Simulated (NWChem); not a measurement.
# HfCl3 cation; SMILES [Cl][Hf+]([Cl])[Cl]

The spin multiplicity was typed, not searched, and may not be the lowest. def2 effective core potentials on Hf; no spin-orbit coupling.

### Question
Give the equilibrium geometry at PBE0/def2-SVP with def2 effective core potentials on Hf (NWChem) as a Z-matrix, with the point group.

### Answer
point group C3v; any orientation.
```
Hf
Cl 1 2.2646
Cl 1 2.2646 2 107.60
Cl 1 2.2646 2 107.60 3 115.67
```
